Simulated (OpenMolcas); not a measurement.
W4+ among 6 point charges of -1 e arranged as a trigonal antiprism (D3d), 2.41 Å from the ion, with a polar angle of 56.9° against the regular 54.74°.
```
   0.0000    2.0195    1.3152  -1.00
  -1.7489   -1.0097    1.3152  -1.00
   1.7489   -1.0097    1.3152  -1.00
   0.0000   -2.0195   -1.3152  -1.00
   1.7489    1.0097   -1.3152  -1.00
  -1.7489    1.0097   -1.3152  -1.00
```

* Program: OpenMolcas
* Method: SS-CASPT2, IPEA 0.25 Eh, imaginary shift 0.1 Eh (closed shells correlated: 4f 5s 5p)
* Basis: ANO-RCC-VDZP [7s6p4d2f1g]
* Scalar Hamiltonian: DKH2, point nucleus
* Active space: 2 electrons in 5 orbitals (5d)
* State averaging: 2S+1 = 3 even, 10 roots; 2S+1 = 1 even, 15 roots
* Spin-orbit coupling: RASSI with atomic mean-field integrals over the reference wave functions

Q: What is the spin-free ground state (labels of D3, the rotations of D3d)?

A: 3E, 2-fold in its orbital part, 98 % from free-ion F terms; it has the highest spin that d2 allows.

Q: Where is the first state of the same spin?

A: 3A2 at 165 cm-1 above the ground state. The two act as a nearly degenerate pair, with unquenched orbital momentum.

Q: What are the lowest two levels with spin-orbit coupling?

A: A 2-fold level E with g = 0.00, 0.00, 0.21, then a 1-fold level A1 610 cm-1 above it. Their leading multiplicities are 3 (92 %) and 3 (90 %).

Q: What is χT at 300 K, and how does it compare with the textbook value?

A: The lowest level has 2S+1 = 3, for which the spin-only value is χT = S(S+1) / 2 = 1.000 cm3 K/mol (g = 2). The computed 0.169 at 300 K differs by -0.831, through orbital momentum, spin-orbit coupling and any other state in reach.

Roots that are degenerate in the reference are averaged as groups; the widest CASPT2 spread within a group is 66 cm-1 (the 2-fold group of multiplicity 1 near 15900 cm-1 above the lowest state of its run). Shifts and gaps below about the spread of the groups concerned are not significant. Spin-orbit coupling mixes the spin-free states strongly: the lowest level takes only 45 % from its leading state, 3E. An orbital doublet at a regular site is open to a Jahn-Teller distortion, which this geometry leaves out. Free-ion shares, where given, are those of the reference states; single-state CASPT2 does not remix them. This is an electrostatic model: the charges have no orbitals. No measured value stands beside these numbers.

With an even number of electrons the g values are those of a degenerate or nearly degenerate non-Kramers pair.
